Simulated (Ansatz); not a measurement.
Wavefunction ladder for Cl$_{4}$FTa (`[F][Ta]([Cl])([Cl])([Cl])[Cl]`)

```xyz
6

F     0.933   -0.438   -1.602
Ta    0.028   -0.013   -0.047
Cl   -0.590   -2.246    0.073
Cl    1.023   -0.119    1.991
Cl    0.752    2.169   -0.352
Cl   -2.146    0.646   -0.062
```

The species carries charge 0 and has multiplicity 1. Correlated methods include outer-core shells of Ta, which these sets cover unevenly. Ta: def2 effective core potential. The structure was optimised at the PBE0-D4/def2-TZVP level. Frozen core, restricted reference, Ansatz.

| basis | HF (Eh) | MP2 corr. | CCSD corr. | (T) | CCSD(T) total |
| --- | --- | --- | --- | --- | --- |
| def2-SVP | -1993.45467 | -1.01378 | -1.03266 | -0.03620 | -1994.52353 |
| def2-TZVPP | -1994.24200 | -1.41664 | -1.44447 | -0.07139 | -1995.75786 |
| def2-QZVPP | -1994.29849 | -1.56888 | – | – | – |
